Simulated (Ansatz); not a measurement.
F2Mg (SMILES [F][Mg][F]) moved off its minimum; all values from Ansatz (a program for electronic structure), cores frozen in correlated methods.
(charge 0, multiplicity 1)
```xyz
3

Mg    -0.0611     0.0375     0.0809
F      0.0391    -0.0032     1.7173
F      0.0102     0.0167    -1.6975
```

Forces at r2SCAN/def2-TZVPP (eV/Å):

| atom | Fx | Fy | Fz |
|---|---|---|---|
| Mg1 | -0.049 | 0.028 | -3.646 |
| F2 | 0.128 | -0.055 | 3.090 |
| F3 | -0.079 | 0.027 | 0.556 |

Question: Give the forces (eV/Å), the total energy and the dipole at CCSD(T)/def2-TZVPPD.

Answer: 
```csv
atom,Fx,Fy,Fz
Mg1,-0.066,0.034,-3.755
F2,0.141,-0.060,3.383
F3,-0.075,0.026,0.372
```
Energy -399.2692 hartree, dipole 0.83 D.
